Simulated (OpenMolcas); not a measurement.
## Pd2+: moving or changing the point charges

Pd2+ among 4 point charges of -1 e arranged as a tetrahedron (Td), 1.79 Å from the ion.

```yaml
Program: OpenMolcas 26.06
Method: "SS-CASPT2, IPEA 0.25 Eh, imaginary shift 0.1 Eh (closed shells correlated: 4s 4p)"
Basis: ANO-RCC-VDZP [6s5p3d1f]
Scalar_Hamiltonian: DKH2, point nucleus
Active_space: 8 electrons in 5 orbitals (4d)
State_averaging: 2S+1 = 3 even, 10 roots; 2S+1 = 1 even, 15 roots
Spin-orbit_coupling: RASSI with atomic mean-field integrals over the reference wave functions
```

Runs around this geometry, states (labels of Td). Energies in cm-1 above the lowest state or level, χT in cm3 K/mol; under a threefold ground state the first gap can be a small split of the lowest multiplet, not the spin-orbit step.

```tsv
R (Å)	q (e)	Ground state	First state of that spin	First gap with spin-orbit (degeneracies)	χT at 300 K	First state of another spin
1.79	-0.8	3T1	3T2 1860	490 (1, 3)	2.672	1T2 10070
1.67	-1	3T1	3T2 3420	690 (1, 3)	2.100	1T2 10530
1.79	-1	3T1	3T2 2660	610 (1, 3)	2.323	1T2 10160
1.96	-1	3T1	3T2 1560	440 (1, 3)	2.839	1T2 9900
```

Scaling the charges by -0.8 / -1 = 0.80 scales the first state of the same spin by 1860 / 2660 = 0.70; with fixed orbitals a first-order splitting would follow the charge.

Roots that are degenerate in the reference are averaged as groups; the widest CASPT2 spread within a group is 440 cm-1 (the 3-fold group of multiplicity 3 near 1560 cm-1 above the lowest state of its run, R = 1.96, q = -1). Shifts and gaps below about the spread of the groups concerned are not significant. An orbital triplet at a regular site is open to Jahn-Teller coupling, which can distort the site and quench the lowest spin-orbit gaps and is left out. Real 4d8 and 5d8 ions are as a rule square planar and diamagnetic. Free-ion shares, where given, are those of the reference states; single-state CASPT2 does not remix them. The ground term spreads over less than 5000 cm-1, several times less than with real ligands, so orbital moments are less quenched and χT lies further from the spin-only value than at real sites (holds for R = 1.79, q = -0.8; R = 1.96, q = -1). Point charges carry no covalency, so the field is a model and not that of real ligands. No measured value stands beside these numbers.
